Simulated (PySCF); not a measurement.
**Input and output**

ReOF5 (singlet). PySCF 2.14.0, RKS CAM-B3LYP, Re def2-SVP with ECP60, O def2-SVP, F def2-SVP; non-relativistic Hamiltonian with scalar-relativistic core potentials where named; density fitting; no spin-orbit coupling. Purpose: singlet excitations, Tamm-Dancoff CAM-B3LYP.

```python
mol = gto.M(atom='''
Re     0.06300    -0.04096     0.04123
O      1.24962    -0.71819     1.04097
F     -0.05490     1.52941     0.99684
F     -1.33900    -0.73040     1.01782
F      1.27662     0.75520    -1.09284
F     -1.26944     0.70826    -1.07582
F     -0.01518    -1.49483    -1.08779''',
    basis={'Re': 'def2-SVP', 'O': 'def2-SVP', 'F': 'def2-SVP'},
    ecp={'Re': 'def2-SVP'},
    charge=0, spin=0)
mf = dft.RKS(mol, xc='CAMB3LYP')
mf.grids.atom_grid = (50, 194)
mf = mf.density_fit()  # fitting sets: Re def2-universal-JKFIT, O def2-universal-JKFIT, F def2-universal-JKFIT
mf.conv_tol = 1e-08; mf.max_cycle = 55
mf.kernel(dm0)  # dm0: converged density of the relaxed state
td = mf.TDA(); td.nstates = 8; td.kernel()
```

Run from Python with OMP_NUM_THREADS=2; the lines above give its settings. Where DIIS fails, smearing, a level shift and second-order steps follow.
It took 65 s on 2 threads of Arm Neoverse V1, on a shared host, from an already converged density.

**Question.** Where do the frontier levels lie, over both spins?

**Answer.** HOMO -13.62 eV, LUMO -5.39 eV. 

**Question.** What are the Mulliken charges and spins?

**Answer.** 
| atom | charge (e) | spin (e) |
| --- | --- | --- |
| Re1 | 1.669 | 0.000 |
| O2 | -0.223 | 0.000 |
| F3 | -0.276 | 0.000 |
| F4 | -0.276 | 0.000 |
| F5 | -0.276 | 0.000 |
| F6 | -0.341 | 0.000 |
| F7 | -0.276 | 0.000 |

**Question.** Which singlet excitations follow (Tamm-Dancoff, 8 states)?

**Answer.** 
```tsv
state	eV	oscillator strength
1	3.92	0.0001
2	3.93	0.0001
3	4.08	0.0000
4	4.27	0.0007
5	4.27	0.0007
6	4.62	0.0000
7	4.80	0.0022
8	4.81	0.0022
```

The geometry was relaxed with r2SCAN (Re def2-SVP with ECP60, O def2-SVP, F def2-SVP).
